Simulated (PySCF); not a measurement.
Compound: C4H6O2Si.
Geometry (GFN2-xTB, Å), atoms numbered from 1 in this order:
```xyz
13
C4H6O2Si angstrom
O      3.0577    1.6461   -0.2155
C      2.5856    0.5466   -0.0690
O      3.2680   -0.4752    0.4808
C      1.2604    0.1664   -0.4436
C      0.1400   -0.1045   -0.7973
C     -1.2021   -0.4256   -1.1658
Si    -2.4107   -0.0255    0.2747
H      4.1597   -0.1779    0.7185
H     -1.4802    0.1519   -2.0491
H     -1.2661   -1.4850   -1.4203
H     -3.7495   -0.3776   -0.2045
H     -2.0441   -0.8394    1.4320
H     -2.3231    1.4002    0.5800
```

The calculation used TDDFT PBE0/def2-SVPD, vertical, gas phase, core orbitals frozen in the response (PySCF).

Frontier orbitals with the atoms that hold most of them (Löwdin shares over 4%, at most four atoms; ? is withheld):

```csv
orbital,ε (eV),atoms
LUMO+2,0.44,"O3 18%, C4 16%, C5 15%, H8 11%"
LUMO+1,0.06,"Si7 30%, C6 14%, C5 10%, H11 8%"
LUMO,-1.25,?
HOMO,?,?
HOMO-1,-8.01,"C4 32%, C5 26%, O1 12%, C6 11%"
HOMO-2,-8.88,"O1 39%, C4 20%, C5 15%, O3 10%"
HOMO-3,-9.54,"O3 47%, O1 35%, C2 11%"
```

(1) Which atoms hold the LUMO, and with what shares?

(2) Give the leading atoms of the HOMO.

(3) What is the HOMO energy, and the HOMO–LUMO gap?

## Answers

(1) C2 (bonded to C and 2 O) 24%; O1 (bonded to C) 20%; C5 (bonded to 2 C) 18%; C4 (bonded to 2 C) 14%. By element: carbon 56% or more, oxygen 20% or more.

(2) O1 (bonded to C) 32%; C4 (bonded to 2 C) 25%; C5 (bonded to 2 C) 24%; C6 (bonded to C, Si and 2 H) 6%. By element: carbon 55% or more, oxygen 32% or more.

(3) ε(HOMO) = -7.97 eV; the gap is 6.72 eV (0.2470 hartree).

Question: The HOMO–LUMO gap is 6.72 eV. Where does the response calculation put the lowest singlet, and from which orbitals?

Answer: S1 is at 4.82 eV (f = 0.0002), 1.91 eV below the gap, made of HOMO→LUMO (89%). 

Question: Give energy, strength and leading configuration of S1 and S2, and follow the Löwdin shares of the leading atoms from the occupied to the empty orbital.

Answer: 
- S1 (4.82 eV, f 0.0002), HOMO→LUMO (89%): O1 32% → 20%, C4 25% → 14%, C2 at most 6% → 24%
- S2 (5.69 eV, f 0.043), HOMO-2→LUMO (80%): O1 39% → 20%, C4 20% → 14%, C2 at most 10% → 24%

One conformer stands for the species.
